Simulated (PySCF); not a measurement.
Start geometry of `F[B-](F)(F)F` from GFN2-xTB (Å):
```
atom  x, y, z in Å
F1     0.924    0.488   -0.930
B2    -0.013   -0.012   -0.013
F3    -0.882   -0.932   -0.661
F4     0.846   -0.628    0.970
F5    -0.782    0.979    0.537
```

What comes out of this run: PBE0-D3(BJ)/def2-SVP geometry optimisation, gas phase (PySCF)?

```
atom  x, y, z in Å
F1     0.8922    0.5186   -0.9760
B2     0.0184   -0.0211   -0.0193
F3    -0.8330   -0.9526   -0.6343
F4     0.7626   -0.6586    0.9850
F5    -0.7480    1.0089    0.5481
```

The energy falls by 12.4 kJ/mol over 5 energy and gradient evaluations, the largest force component goes from 0.0267 to 2.7e-04 Eh/bohr, and the atoms move by 0.061 Å rms after alignment. The bond that changes most is B2–F4 (four-coordinate boron to boron-bound fluorine), which shortens by 0.041 Å. Bonds longer at the end by more than 0.005 Å: 1 of 4; shorter: 2. Among the angles that change most is F1–B2–F4, from 101.5° to 109.4°. The orientation of the end geometry is arbitrary; only internal coordinates are fixed.

The run used 70 basis functions and 28 SCF cycles in all.

PBE0-D3(BJ)/def2-SVP frequencies: not computed here. The geometry's basis has no diffuse functions, a weakness for an anion.
